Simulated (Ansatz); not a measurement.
Ansatz (a program for electronic structure) input (wB97X-V/def2-TZVP):

Ansatz 0.2 input:
```yaml
crystal:
  periodic: [false, false, false]
  atoms:
    - {symbol: B, position_ang: [-0.44724455, -0.28636608, -0.00923823]}
    - {symbol: O, position_ang: [-0.62355583, 1.04373518, 0.11723837]}
    - {symbol: O, position_ang: [0.69042876, -1.00091713, -0.11585705]}
    - {symbol: H, position_ang: [0.17630645, 1.59392170, 0.13719066]}
    - {symbol: H, position_ang: [1.52493286, -0.50463571, -0.10205006]}
basis:
  gaussian:
    orbitals: def2-TZVP
hamiltonian:
  xc: {name: wB97X-V}
magnetization: {spin_polarized: true, initial_magnetization: 1}
relax: {f_tol: 0.003, max_steps: 100}
```

End of the output:

```
559 factors; their error is unknown
integrals: 0.06 GiB planned
159 factors; integrals over basis functions are off by at most 2.3e-6 eV
mean field: 0.44 GiB planned
mean field evaluation 64: about -4803.7119 eV, gradient 1.8e-5 eV
mean field -4803.71194390 eV, -176.5331578655 hartree, gradient 2.4e-5 eV, S^2 0.751375; 1 other end points of the search recorded, 0 dependent functions left out
the calculation of the forces begins
reference -4803.71194399 eV, -176.5331578687 hartree; 12, 11 occupied and 93, 94 virtual orbitals, 559 factors
Total energy: -4803.71194399 eV, -176.5331578687 hartree
Atom 0 at    -0.457233    -0.292762    -0.009445 Å, force     0.000154     0.000098     0.000003 eV/Å
Atom 1 at    -0.619511     1.045983     0.117291 Å, force     0.000318    -0.000065    -0.000018 eV/Å
Atom 2 at     0.694162    -0.998184    -0.115749 Å, force     0.000074     0.000316     0.000026 eV/Å
Atom 3 at     0.190182     1.574758     0.134948 Å, force    -0.000131    -0.000395    -0.000031 eV/Å
Atom 4 at     1.513268    -0.484057    -0.099762 Å, force    -0.000414     0.000045     0.000019 eV/Å
Dipole moment:     0.580848     0.371911     0.011998 e Å
```

It need not be the lowest isomer of its formula.
